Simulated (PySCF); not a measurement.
Atomic charges by several schemes

Species: C₇H₆FO₃S (charge -1).
Cartesian coordinates in Å at the GFN2-xTB level; atoms count from 1:
```xyz
18
C7H6FO3S angstrom
O      3.526    1.355    0.490
S      3.132    0.008    0.091
O      3.529   -1.041    1.023
O      3.402   -0.303   -1.312
C      1.318    0.016    0.121
C      0.628   -1.151    0.368
C     -0.753   -1.169    0.273
C     -1.442   -0.013   -0.080
C     -2.940   -0.028   -0.191
F     -3.548    0.315    1.010
C     -0.735    1.160   -0.323
C      0.646    1.169   -0.224
H      1.195   -2.029    0.637
H     -1.306   -2.080    0.466
H     -3.317   -1.026   -0.439
H     -3.299    0.704   -0.923
H     -1.273    2.060   -0.592
H      1.228    2.059   -0.405
```

Density: PBE0/pcSseg-1 (PySCF); schemes: Mulliken, IAO, Hirshfeld and ESP-fitted. Isolated species at its GFN2-xTB geometry (one conformer only). The pcSseg-1 basis has no diffuse functions, a weakness for an anion.

**Question.** Give the atomic charges in each scheme.

**Answer.** In e:

| atom | environment | Mulliken | IAO | Hirshfeld | ESP-fitted |
| --- | --- | --- | --- | --- | --- |
| O1 | oxygen bonded to S | -0.631 | -0.968 | -0.410 | -0.661 |
| S2 | sulfonyl sulfur | +1.302 | +2.211 | +0.436 | +1.203 |
| O3 | oxygen bonded to S | -0.632 | -0.968 | -0.410 | -0.661 |
| O4 | oxygen bonded to S | -0.633 | -0.962 | -0.426 | -0.669 |
| C5 | substituted aromatic carbon | -0.493 | -0.217 | -0.025 | -0.124 |
| C6 | aromatic CH carbon | +0.043 | -0.144 | -0.053 | -0.051 |
| C7 | aromatic CH carbon | -0.014 | -0.160 | -0.060 | -0.311 |
| C8 | substituted aromatic carbon | -0.338 | -0.044 | -0.030 | +0.147 |
| C9 | sp3 C–F carbon | +0.290 | +0.036 | +0.014 | +0.049 |
| F10 | alkyl fluorine | -0.360 | -0.346 | -0.153 | -0.249 |
| C11 | aromatic CH carbon | -0.013 | -0.160 | -0.060 | -0.310 |
| C12 | aromatic CH carbon | +0.048 | -0.142 | -0.052 | -0.046 |
| H13 | aromatic hydrogen | +0.076 | +0.168 | +0.042 | +0.126 |
| H14 | aromatic hydrogen | +0.055 | +0.134 | +0.037 | +0.163 |
| H15 | methylene hydrogen | +0.084 | +0.130 | +0.035 | +0.055 |
| H16 | methylene hydrogen | +0.084 | +0.130 | +0.035 | +0.052 |
| H17 | aromatic hydrogen | +0.054 | +0.134 | +0.037 | +0.163 |
| H18 | aromatic hydrogen | +0.077 | +0.168 | +0.042 | +0.124 |

Mean size of the charges over all atoms: IAO 0.401 e, Mulliken 0.291 e, ESP-fitted 0.287 e, Hirshfeld 0.131 e. Each set sums to the total charge, -1, to within 0.001 e. The ESP scheme fits charges at the nuclei, held to the total charge, to the electrostatic potential on points at 1.4 to 2.0 times the van der Waals radii. The Hirshfeld scheme divides the density at each point in proportion to the densities of the neutral, spherically averaged free atoms.

Lowest charge. All schemes pick atoms of one kind: Mulliken O4 (-0.633); IAO O1 and O3 (-0.968); Hirshfeld O4 (-0.426); ESP-fitted O4 (-0.669).

Highest charge. All schemes agree: Mulliken S2 (+1.302); IAO S2 (+2.211); Hirshfeld S2 (+0.436); ESP-fitted S2 (+1.203).

**Question.** How many electrons does the Hirshfeld scheme count on C8?

**Answer.** Z − q = 6 − (-0.030) = 6.030.

**Question.** Sum the charges by element, for elements with more than one atom.

**Answer.** 
| element | atoms | Mulliken | IAO | Hirshfeld | ESP-fitted |
| --- | --- | --- | --- | --- | --- |
| O | 3 | -1.897 | -2.897 | -1.246 | -1.991 |
| C | 7 | -0.476 | -0.832 | -0.266 | -0.646 |
| H | 6 | +0.430 | +0.864 | +0.229 | +0.684 |

**Question.** How closely do the schemes follow one another over all atoms?

**Answer.** Correlation coefficient and root-mean-square difference: IAO with ESP-fitted 0.97, 0.281 e; Hirshfeld with ESP-fitted 0.95, 0.235 e; IAO with Hirshfeld 0.95, 0.485 e; Mulliken with IAO 0.94, 0.292 e; Mulliken with Hirshfeld 0.90, 0.274 e; Mulliken with ESP-fitted 0.90, 0.194 e.
